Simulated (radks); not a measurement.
Fractional charge and spin in the 2p shell of silicon: the spin-up occupation runs from 2 to 3 and the spin-down occupation from 2 to 3; the fullest corner is Si3+, [He] 2s2 3s(up 0.5, down 0.5) 2p(up 3, down 3). Method: scalar-relativistic Kohn-Sham, r2SCAN, spin-polarised, spherical densities, finite nucleus; meta-GGA in the generalised Kohn-Sham scheme; Fermi nuclear charge, rms radius of each element as measured or else 0.836 A^(1/3) + 0.57 fm; computed with a radial shooting solver on a logarithmic mesh with Libxc functionals. Energy (eV) above the fullest corner. The planes named below are the two flat planes that join the four corners, with an edge along up + down = one added electron.

| down \ up | 2 | 2.25 | 2.5 | 2.75 | 3 |
|---|---|---|---|---|---|
| 2 | 344.021 | 292.272 | 242.937 | 195.986 | 151.388 |
| 2.25 | 292.272 | 243.250 | 196.593 | 152.271 | 110.251 |
| 2.5 | 242.937 | 196.593 | 152.564 | 110.820 | 71.329 |
| 2.75 | 195.986 | 152.271 | 110.820 | 71.604 | 34.590 |
| 3 | 151.388 | 110.251 | 71.329 | 34.590 | 0.000 |

Corners above the fullest one (they belong to Si4+ and the next ion): (up 3, down 2) 151.39 eV, (up 2, down 3) 151.39 eV, (up 2, down 2) 344.02 eV. With half an added electron in each spin the energy lies 1.176 eV from the planes, and with half an added electron in spin up alone -4.768 eV. The planes are only a guide here: the flat-plane condition holds for ground states with one frontier orbital, while this shell lies below other occupied shells, so the corners above the fullest one are inner-hole states and not the ground states of those ions.
